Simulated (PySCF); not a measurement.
Species: ethyl butyl ether, C₆H₁₄O.
Atom-mapped SMILES: `[CH3:1][CH2:2][CH2:3][CH2:4][O:5][CH2:6][CH3:7]` (hydrogens: H8, H9, H10 on C1; H11, H12 on C2; H13, H14 on C3; H15, H16 on C4; H17, H18 on C6; H19, H20, H21 on C7)

The same species was optimised twice, with GFN2-xTB and with PBE0-D3(BJ)/def2-SVP (PySCF), and the same property calculations (PySCF, gas phase) were run on both structures.

| coordinate | GFN2-xTB | PBE0-D3(BJ)/def2-SVP | change |
| --- | --- | --- | --- |
| C3–C4 (Å) | 1.524 | 1.513 | -0.011 |
| C6–C7 (Å) | 1.520 | 1.509 | -0.011 |
| O5–C6 (Å) | 1.407 | 1.397 | -0.010 |
| C4–O5 (Å) | 1.407 | 1.398 | -0.009 |
| C2–C3 (Å) | 1.527 | 1.523 | -0.004 |
| C1–C2 (Å) | 1.523 | 1.520 | -0.003 |
| C2–C3–C4 (°) | 111.9 | 113.4 | +1.5 |
| C1–C2–C3 (°) | 111.8 | 113.3 | +1.5 |
| C4–O5–C6 (°) | 113.5 | 114.0 | +0.5 |
| O5–C6–C7 (°) | 108.7 | 109.1 | +0.4 |
| C3–C4–O5 (°) | 109.0 | 109.3 | +0.3 |
| C1–C2–C3–C4 (°) | -177 | -178 | -1 |
| C2–C3–C4–O5 (°) | 66 | 62 | -4 |
| C3–C4–O5–C6 (°) | -179 | -177 | +2 |
| C4–O5–C6–C7 (°) | 178 | 180 | +2 |

Rotational constants: A = 6208, B = 1010, C = 920.2 MHz (GFN2-xTB) against A = 6139, B = 1019, C = 924.3 MHz (PBE0-D3(BJ)/def2-SVP). Point groups within 0.08 Å: C1 and C1.

On the GFN2-xTB structure: HOMO (eV) -7.26 [PBE0/pcSseg-1]; LUMO (eV) 1.61 [PBE0/pcSseg-1]; dipole (D) 1.13 [PBE0/pcSseg-1]; GIAO shielding of C1 (ppm) 169.8 [PBE0/pcSseg-1]; GIAO shielding of C2 (ppm) 161.6 [PBE0/pcSseg-1]; GIAO shielding of C3 (ppm) 149.2 [PBE0/pcSseg-1]; GIAO shielding of C4 (ppm) 110.9 [PBE0/pcSseg-1]; GIAO shielding of O5 (ppm) 278.8 [PBE0/pcSseg-1]; GIAO shielding of C6 (ppm) 115.7 [PBE0/pcSseg-1]; GIAO shielding of C7 (ppm) 168.9 [PBE0/pcSseg-1].

Q: What do these properties become on the PBE0-D3(BJ)/def2-SVP structure?

A: 
```json
{"property": "HOMO (eV)", "level": "PBE0/pcSseg-1", "on GFN2-xTB": "-7.26", "on PBE0-D3(BJ)/def2-SVP": "-7.27", "change": "-0.01"}
{"property": "LUMO (eV)", "level": "PBE0/pcSseg-1", "on GFN2-xTB": "1.61", "on PBE0-D3(BJ)/def2-SVP": "1.57", "change": "-0.04"}
{"property": "dipole (D)", "level": "PBE0/pcSseg-1", "on GFN2-xTB": "1.13", "on PBE0-D3(BJ)/def2-SVP": "1.08", "change": "-0.05"}
{"property": "energy, GFN2-xTB geometry as zero (kcal/mol)", "level": "PBE0/pcSseg-1", "on GFN2-xTB": "0.0", "on PBE0-D3(BJ)/def2-SVP": "-0.5", "change": "-0.5"}
{"property": "GIAO shielding of C1 (ppm)", "level": "PBE0/pcSseg-1", "on GFN2-xTB": "169.8", "on PBE0-D3(BJ)/def2-SVP": "168.0", "change": "-1.8"}
{"property": "GIAO shielding of C2 (ppm)", "level": "PBE0/pcSseg-1", "on GFN2-xTB": "161.6", "on PBE0-D3(BJ)/def2-SVP": "161.1", "change": "-0.5"}
{"property": "GIAO shielding of C3 (ppm)", "level": "PBE0/pcSseg-1", "on GFN2-xTB": "149.2", "on PBE0-D3(BJ)/def2-SVP": "148.9", "change": "-0.3"}
{"property": "GIAO shielding of C4 (ppm)", "level": "PBE0/pcSseg-1", "on GFN2-xTB": "110.9", "on PBE0-D3(BJ)/def2-SVP": "111.6", "change": "+0.7"}
{"property": "GIAO shielding of O5 (ppm)", "level": "PBE0/pcSseg-1", "on GFN2-xTB": "278.8", "on PBE0-D3(BJ)/def2-SVP": "280.3", "change": "+1.5"}
{"property": "GIAO shielding of C6 (ppm)", "level": "PBE0/pcSseg-1", "on GFN2-xTB": "115.7", "on PBE0-D3(BJ)/def2-SVP": "116.2", "change": "+0.5"}
{"property": "GIAO shielding of C7 (ppm)", "level": "PBE0/pcSseg-1", "on GFN2-xTB": "168.9", "on PBE0-D3(BJ)/def2-SVP": "167.0", "change": "-1.9"}
```

The heavy atoms differ by 0.025 Å rms after alignment. Among bonds between heavy atoms C3–C4, O5–C6 and C6–C7 change most and about equally (-0.011 to -0.010 Å). Changes are differences of the printed values. Neither structure is proved a minimum here.

The values belong to the conformer `[CH3:1][CH2:2][CH2:3][CH2:4][O:5][CH2:6][CH3:7]`: C1–C2–C3–C4 -178°, C2–C3–C4–O5 62°, C3–C4–O5–C6 -177°, C4–O5–C6–C7 180°.
